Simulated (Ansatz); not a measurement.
BF₂H₃Sn (`F[B](F)[SnH3]`). The species carries charge 0 and has multiplicity 1. Sn: def2 effective core potential. Geometry: relaxed with PBE0-D4/def2-TZVP.

```xyz
7

F     2.155    0.070    0.899
B     0.887   -0.277    0.979
F     0.518   -0.914    2.072
Sn   -0.595    0.192   -0.670
H     0.165    1.021   -1.950
H    -1.859    1.159   -0.058
H    -1.273   -1.252   -1.271
```

Question: What is the dipole moment at PBE/def2-TZVPP? (Best estimate.)

Answer: The calculation gave: 0.51 D, with components (-0.33, 0.11, -0.37) D in this frame, pointing from negative to positive charge.

Question: And with r2SCAN, B3LYP, ωB97M-V? (Estimate.)

Answer: Ansatz gave: r2SCAN 0.55 D, B3LYP 0.64 D, ωB97M-V 0.65 D.

Question: Give the Mulliken charges with PBE, B3LYP, ωB97M-V in def2-TZVPP. (Estimate.)

Answer: Computed: 
```csv
atom,PBE,B3LYP,ωB97M-V
F1,-0.17,-0.21,-0.21
B2,0.31,0.39,0.41
F3,-0.17,-0.21,-0.21
Sn4,0.34,0.38,0.25
H5,-0.10,-0.12,-0.08
H6,-0.10,-0.12,-0.08
H7,-0.10,-0.12,-0.08
```

B3LYP here is the variant with VWN-RPA as its local correlation; programs differ in this.
